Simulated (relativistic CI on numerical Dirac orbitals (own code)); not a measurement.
Fe⁺: what numerical and physical settings do to a radial Dirac CI calculation

Reference input:

```
atom Fe  Z=26  charge=1  electrons=25
nucleus A=56  rms_radius_fm=3.7377
hamiltonian dirac-coulomb  breit=on  qed=on  c_scale=1
orbitals kli  potential=per-configuration
slater_scale 1
correlation none
mixing on
grid step=0.0125 r_max=74.5
scf mixing=0.4 start=green max_iterations=150 tolerance=2e-08 node_fill=0.05
configurations
  [Ar] 3d6 4s
end
```

Computed lowest total energy -1270.51716 Ha, first excitation 372.5 cm⁻¹, 12 SCF steps. Runs with settings changed; * marks those that are bad on purpose (the QED terms keep the true α when c is scaled):

```
                                                         Changed        Outcome   Lowest level    ΔE (Ha)  First excitation (cm⁻¹)  SCF steps                                                                   Message
                                   end of the grid at 52.15 bohr      converged  3d6 4s 6D_9/2  -2.27e-13                    372.5         12                                                                          
                                   end of the grid at 37.25 bohr      converged  3d6 4s 6D_9/2          0                    372.5         12                                                                          
nuclear radius 3.3639 fm, Slater scale 0.6, speed of light × 0.8      converged  3d6 4s 6D_9/2       -4.9                    589.8         12                                                                          
                                              iteration limit 20      converged  3d6 4s 6D_9/2          0                    372.5         12                                                                          
                                         speed of light × 0.05 *  not converged                                                             1  SCF of 1s2 2s2 2p6 3s2 3p6 3d6 4s stopped: an orbital could not be found
                                                      charge 3 *        refused                                                             0                configuration [Ar] 3d6 4s has 25 electrons, the ion has 23
```

With so few configurations and no correlation, terms lie too far apart (by 10 to 50 % near neutrality), their order can be wrong, and levels of other configurations are missing.
